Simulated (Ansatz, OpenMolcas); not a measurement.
# Si4H10 (SMILES [SiH3][SiH]([SiH3])[SiH3]): methods side by side

The species is Si4H10 (14 atoms), meant as a singlet with charge 0. As SMILES, `[SiH3][SiH]([SiH3])[SiH3]`. The coordinates come from a PBE0-D4/def2-TZVP relaxation.

Each level gives the vertical energy of the triplet above the singlet (eV). The values are calculated.

```json
{"level": "SVWN5/6-31G* (spherical functions)", "kind": "LDA", "program": "OpenMolcas", "value (eV)": "5.83"}
{"level": "PBE/6-31G* (spherical functions)", "kind": "GGA", "program": "OpenMolcas", "value (eV)": "5.83"}
{"level": "B3LYP/6-31G* (spherical functions)", "kind": "global hybrid", "program": "Ansatz", "value (eV)": "6.14"}
{"level": "BHLYP/6-31G* (spherical functions)", "kind": "global hybrid", "program": "OpenMolcas", "value (eV)": "6.47"}
{"level": "B3LYP/6-31G* (Cartesian functions)", "kind": "global hybrid", "program": "OpenMolcas", "value (eV)": "6.14"}
{"level": "HSE06/6-31G* (spherical functions)", "kind": "range-separated hybrid", "program": "Ansatz", "value (eV)": "6.12"}
{"level": "MP2/6-31G* (spherical functions)", "kind": "perturbation theory", "program": "Ansatz", "value (eV)": "6.72"}
{"level": "BCCD(T)/6-31G* (spherical functions)", "kind": "coupled cluster or CI", "program": "Ansatz", "value (eV)": "6.54"}
```

The values span 5.83 to 6.72 eV. A triplet this far above the singlet is often a Rydberg-like or dissociative state; sets without diffuse functions put Rydberg states too high.
